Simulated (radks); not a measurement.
Values are calculated unless marked as measured or tabulated.
Excited configurations of Mn XV: one electron is placed in a higher orbital outside [Ne]. The ground configuration is [Ne] 3s1. Code: a radial shooting solver on a logarithmic mesh with Libxc functionals. Model: non-relativistic Kohn-Sham, BLYP, spin-unpolarised, spherical densities, point nucleus. Excitation = E - E(ground); binding = E(ion) - E, where the ion is the core of charge +15; n* = 15/sqrt(2 binding) in atomic units, and the quantum defect is n - n*.

outer orbital  excitation (eV)  binding (eV)     n*  quantum defect  eigenvalue (eV)  <r> (bohr)
3d                      75.201        357.58  2.926           0.074          -340.16      0.6509
4s                      204.22        228.56  3.660           0.340          -221.40       1.345
4p                      216.31        216.47  3.761           0.239          -209.32       1.356
4d                      232.46        200.32  3.909           0.091          -192.92       1.329
4f                      240.88        191.90  3.994           0.006          -183.21       1.190
5s                      291.74        141.03  4.659           0.341          -136.70       2.181
5p                      297.65        135.13  4.760           0.240          -130.83       2.212
6s                      336.94        95.842  5.652           0.348          -92.796       3.218
6f                      346.53        86.251  5.958           0.042          -83.068       3.178
7p                      365.26        67.518  6.734           0.266          -65.223       4.517
7d                      367.84        64.942  6.866           0.134          -62.647       4.567
7f                      369.15        63.627  6.936           0.064          -61.352       4.464

The Delta-SCF ionisation energy is 432.78 eV (NIST Atomic Spectra Database: 435.17 eV, semi-empirical). Self-interaction in the functional shifts the binding energies and quantum defects, so they are the method's values and not measured ones. Spin polarisation and multiplet splitting are left out, so open shells lie too high by an amount that depends on their filling.

Beside tabulated values, note that spin-unpolarised runs miss the spin-polarisation part of the exchange energy of open shells.
